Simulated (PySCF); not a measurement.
# SMILES O=CC1=CC=C[SiH2]1, C₅H₆OSi

Geometry (Å), atoms numbered from 1 in this order:
```xyz
13

O     2.939    0.108    0.566
C     2.131   -0.317   -0.227
C     0.686   -0.178   -0.077
C    -0.214   -0.657   -0.973
C    -1.637   -0.433   -0.675
C    -1.917    0.233    0.469
Si   -0.283    0.650    1.305
H     2.464   -0.859   -1.151
H     0.085   -1.190   -1.885
H    -2.403   -0.800   -1.367
H    -2.944    0.446    0.773
H    -0.118    0.000    2.638
H    -0.038    2.116    1.427
```

Theory: PySCF 2.14.0, TDDFT CAM-B3LYP/def2-TZVPD excited states, vertical, gas phase. Geometry: PBE0-D3(BJ)/def2-SVP.

Problem. Give the one- and two-photon strengths of the lowest singlets.

Solution. δ for parallel linear polarisation; σ at the peak of a Lorentzian of half width 0.1 eV, single beam; Ω is circular over linear.
```
state  E (eV)      f  photon λ (nm)  δ (au)  σ (GM)     Ω                                  main
   S1    3.61  0.000            686    0.21    0.00  1.50  HOMO−1→LUMO 0.82, HOMO−1→LUMO+2 0.16
   S2    4.15  0.161            598    47.8    0.30  0.72                        HOMO→LUMO 0.96
   S3    5.25  0.000            473    0.94    0.01  1.50    HOMO−2→LUMO 0.85, HOMO−4→LUMO 0.08
   S4    5.77  0.002            430    0.42    0.01  1.50  HOMO−4→LUMO 0.67, HOMO−1→LUMO+2 0.12
   S5    6.15  0.002            403    4.37    0.06  1.50  HOMO−1→LUMO+2 0.55, HOMO−4→LUMO 0.20
   S6    6.29  0.047            394    1630   23.56  0.56    HOMO−3→LUMO 0.63, HOMO→LUMO+2 0.32
```

Among these, the strongest one-photon state is S2, the strongest two-photon state S6, with a dipole change of 1.6 D (relaxed, norm of the difference vector).
